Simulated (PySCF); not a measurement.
## Telling isomers of C6H14N2Si apart by NMR

Level of theory: GFN2-xTB geometry, GIAO PBE0/pcSseg-1 shieldings, in PySCF 2.14.0 with density-fitted response routines (non-relativistic Hamiltonian, rapidly exchanging positions averaged, one computed conformer, in vacuum).

δ = σ(ref) − σ, references computed at the same level: 1H (31.72 ppm) and 13C (186.93 ppm) against TMS. Where no couplings were computed, multiplicities follow the n + 1 count of equivalent neighbours, and m marks all less simple cases (inequivalent or close neighbours, rings, F or P nearby). Shifts are as computed. Against solution values, carbons near 30 ppm lie about +3 ppm off and those near 130 ppm about +5 ppm. Of 1211 compounds with measured shifts, 218 miss one by over three times the rms of a fit or turn the order of signals round; such compounds aren't used in these exercises.

(1) Tabulate the signals of `CC(C)C1=NN([SiH3])CC1`, `CC1=NN([SiH](C)C)CC1` and their relative energies.

(2) What is the quickest way to tell CC(C)C1=NN([SiH3])CC1 from CC1=NN([SiH](C)C)CC1?

Answers

(1) 
```tsv
SMILES	carbon types	δC	δH	E rel. (kcal/mol)
CC(C)C1=NN([SiH3])CC1	1×C 1×CH 2×CH2 2×CH3	156.8, 50.7, 34.1, 31.0, 22.9	4.82 (s, 3H), 3.66 (m, 2H), 2.90 (sept, 1H), 2.73 (m, 2H), 1.11 (d, 6H)	21.2
CC1=NN([SiH](C)C)CC1	1×C 2×CH2 3×CH3	145.2, 49.2, 38.5, 18.1, -2.1	5.11 (sept, 1H), 3.54 (m, 2H), 2.67 (m, 2H), 2.01 (s, 3H), 0.27 (d, 6H)	0.0
```

Energies are electronic energies at PBE0/pcSseg-1 on these geometries, without zero-point or thermal terms, each for the one conformer computed, which needn't be the lowest.

(2) Both give the same number of carbon signals, but DEPT or the intensities differ. The first has an sp3 CH at 34.1 ppm, the second a methyl carbon bonded to Si (CH3) at -2.1 ppm. Their most deshielded carbons lie at 156.8 and 145.2 ppm.
